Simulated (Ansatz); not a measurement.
Br₃Sc, SMILES [Br][Sc+]([Br])[Br] (connectivity only; charge and spin as stated), charge +1, multiplicity 2.

Geometry: B3LYP-D3(BJ)/def2-SVP. A frequency run showed that this geometry is not a minimum. The multiplicity is an assumed one; other spin states were not compared.

Two levels are set side by side: PBE/def2-TZVPD (Ansatz, an electronic-structure program) and CAM-B3LYP/def2-TZVPD (Ansatz). Energy differences of separate SCF runs at the same geometry; the states with an electron removed or added have multiplicity 3 and 1. Differences are taken from unrounded values.

```
quantity                         CAM-B3LYP
-------------------------------  ---------
vertical ionisation energy (eV)      15.32
vertical electron affinity (eV)      10.58
```

Question: What does PBE give, and how far is it from CAM-B3LYP? (Estimate from the structure and the level; the computed values follow.)

Answer: 
```json
[
 {"quantity": "vertical ionisation energy (eV)", "PBE": "15.27", "PBE minus CAM-B3LYP": "-0.04"},
 {"quantity": "vertical electron affinity (eV)", "PBE": "9.79", "PBE minus CAM-B3LYP": "-0.79"}
]
```
